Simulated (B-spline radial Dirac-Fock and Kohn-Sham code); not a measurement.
**Dipole and non-dipole photoemission parameters of I⁴⁺ 4p3/2**

System: iodine as I⁴⁺, 1s2 2s2 2p6 3s2 3p6 3d10 4s2 4p6 4d10 5s2 5p1; threshold 181.2 eV (orbital energy of the model). Calculated with a B-spline atomic structure program, using Dirac-Hartree-Slater photoionisation with a Latter tail; cross sections with all multipoles, angular parameters from the dipole term and its interference with E2.

The run's input, task.json:

```json
{"items": [{
  "Z": 53,
  "q": 4,
  "cfg": [[1, 0, 2], [2, 0, 2], [2, 1, 6], [3, 0, 2], [3, 1, 6], [3, 2, 10], [4, 0, 2], [4, 1, 6], [4, 2, 10], [5, 0, 2], [5, 1, 1]],
  "A": 127,
  "rrms": 4.75,
  "do": "xps",
  "hv": [53.7, 54.8, 60, 61.7, 69.2, 80, 150, 157.0, 160.0, 206.0, 294.0, 313.0, 400, 492.0, 800, 937.0, 1140.0, 1670.0, 2930.0, 3380.0, 4170.0, 4710.0, 5414.7, 6000, 7020.0, 7040.0, 8320.0, 9251.7, 10300.0, 11000.0]
}]}
```

Run with: `python xray2_run.py task.json out`

For linearly polarised light dσ/dΩ = σ/(4π) [1 + β P₂(cos θ) + (δ + γ cos²θ) sin θ cos φ], with θ from the polarisation vector and φ the angle between the beam and the projection of the electron momentum on the plane normal to the polarisation.

```
hν (eV)  σ (kb)       β       γ      δ
    206     317  -0.227  -0.083  0.024
    294     269   0.722   0.064  0.046
    313       ?       ?       ?      ?
    400     207   1.166   0.218  0.026
    492     166   1.349   0.230  0.015
    800    86.5   1.597   0.100  0.002
    937    67.7   1.642   0.048  0.001
   1140    48.9   1.680  -0.003  0.001
   1670    24.5   1.713  -0.025  0.002
   2930    7.83   1.685   0.177  0.007
   3380    5.72   1.666   0.271  0.009
   4170    3.54   1.630   0.439  0.013
   4710    2.66   1.605   0.549  0.016
 5414.7    1.89   1.574   0.688  0.021
   6000    1.47   1.548   0.796  0.025
   7020   0.982   1.505   0.969  0.034
   7040   0.974   1.504   0.972  0.034
   8320   0.628   1.452   1.164  0.045
 9251.7   0.472   1.417   1.289  0.054
  10300   0.351   1.379   1.418  0.064
  11000   0.293   1.355   1.496  0.071
```

Problem. Give the values at 313 eV.

Solution. σ = 257 kb, β = 0.836, γ = 0.109, δ = 0.042.
